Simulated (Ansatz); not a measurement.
```yaml
crystal:
  periodic: [false, false, false]
  atoms:
    - {symbol: O, position_ang: [-0.582690, -1.364412, 0.582923]}
    - {symbol: W, position_ang: [0.219176, 0.143334, -0.123612]}
    - {symbol: F, position_ang: [0.948232, 0.607205, 1.510314]}
    - {symbol: F, position_ang: [-0.369551, -0.256660, -1.829434]}
    - {symbol: Cl, position_ang: [0.881433, 2.180937, -0.911873]}
    - {symbol: Cl, position_ang: [-1.802859, 1.167229, 0.409070]}
    - {symbol: Cl, position_ang: [2.154372, -0.948261, -0.605205]}
    - {symbol: H, position_ang: [-1.448114, -1.529372, 0.967807]}
basis:
  gaussian: {orbitals: def2-TZVPD, fitting: {mean_field: cc-pVTZ-jkfit}}
hamiltonian: {xc: {name: PBE}, dispersion: d4}
accuracy: high
scf: {lower_state_search: full}
```

```sh
$ ansatz run in.yaml --threads 4 --pin off --events-out ev --progress --plain --max-ram 11315MiB
```

Task: How does Ansatz answer? (Estimate.)

Result: The calculation gave: The program refused the input.
```
Functional definition: PBE
Error: <dir> the basis set cc-pVTZ-JKFIT has no functions for W
```
